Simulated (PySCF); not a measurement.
H2BFS2 (SMILES FB(S)S), singlet, at a GFN2-xTB geometry; WB97X/6-31G, TDDFT (PySCF).

Input for PySCF:
```python
from pyscf import gto, scf, dft, tdscf

mol = gto.M(
    atom='''
B    -0.33769502   -0.17264579   -0.01186706
F    -1.51149159   -0.77274655   -0.05311588
S    -0.22763847    1.44754338   -0.79788070
H     1.05430138    1.69941210   -0.54902815
S     0.99490062   -1.05528239    0.82484334
H     1.96140358   -0.15763998    0.65500414
''',
    basis='6-31g',
    verbose=3,
)

mf = dft.RKS(mol)
mf.xc = 'wb97x'
mf.kernel()
td = mf.TDDFT()
td.nstates = 10
td.kernel()
td.analyze()
```

Output, abridged:

```
converged SCF energy = -922.212716634445
Excitation energies (eV)
[6.64470153 7.01452246 7.44937795 7.57554698 8.18100981 8.25771221
 9.03619076 9.53786185 9.58081706 9.95819347]

** Singlet excitation energies and oscillator strengths **
Excited State   1:      6.64470 eV    186.59 nm  f=0.0000
Excited State   2:      7.01452 eV    176.75 nm  f=0.1906
Excited State   3:      7.44938 eV    166.44 nm  f=0.0000
Excited State   4:      7.57555 eV    163.66 nm  f=0.0011
Excited State   5:      8.18101 eV    151.55 nm  f=0.0502
Excited State   6:      8.25771 eV    150.14 nm  f=0.0590
Excited State   7:      9.03619 eV    137.21 nm  f=0.0000
Excited State   8:      9.53786 eV    129.99 nm  f=0.0002
Excited State   9:      9.58082 eV    129.41 nm  f=0.0000
Excited State  10:      9.95819 eV    124.50 nm  f=0.1066
```
